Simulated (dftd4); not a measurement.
toluene (C7H8), singlet, at a GFN2-xTB geometry; D4 for hf run with dftd4.

Here is a job for dftd4.
```
$ dftd4 mol.xyz --func hf --charge 0 --json dftd4.json --noedisp

# file mol.xyz
15

C     -2.40086058    -0.09333299     0.00287654
C     -0.90310304    -0.03213082     0.01258411
C     -0.14905476    -1.18803972     0.17321116
C      1.23334540    -1.13853421     0.16179918
C      1.88389926     0.07115816    -0.01104130
C      1.14274994     1.22892996    -0.17247358
C     -0.23981835     1.17593459    -0.16064234
H     -2.83101932     0.85466805     0.31763844
H     -2.76119532    -0.88112676     0.66079913
H     -2.75785471    -0.30813533    -1.00516742
H     -0.65136123    -2.13561436     0.30967508
H      1.80490058    -2.04648913     0.29002448
H      2.96325332     0.11146465    -0.01822171
H      1.64310795     2.17721408    -0.30647275
H     -0.81277845     2.08410875    -0.28615803
```

The log (banner, timings and long lists left out):

```
                    ____  _____ _____     ____  _  _
      -------------|  _ \|  ___|_   _|---|  _ \| || |------------
     |             | | | | |_    | | ___ | | | | || |_           |
     |             | |_| |  _|   | ||___|| |_| |__   _|          |
     |             |____/|_|     |_|     |____/   |_|            |
     |             ===================================           |
     |            E. Caldeweyher, S. Ehlert & S. Grimme          |
     |          Mulliken Center for Theoretical Chemistry        |
     |                    University of Bonn                     |
      -----------------------------------------------------------

Rational (Becke-Johnson) damping: hf-D4-ATM
---------------------
  s6         1.0000
  s8         1.6168
  s9         1.0000
  a1         0.4496
  a2         3.3574
 alp        16.0000
--------------------

Dispersion energy:      -5.2581408259213E-02 Eh

[Info] JSON dump of results written to 'dftd4.json'
```
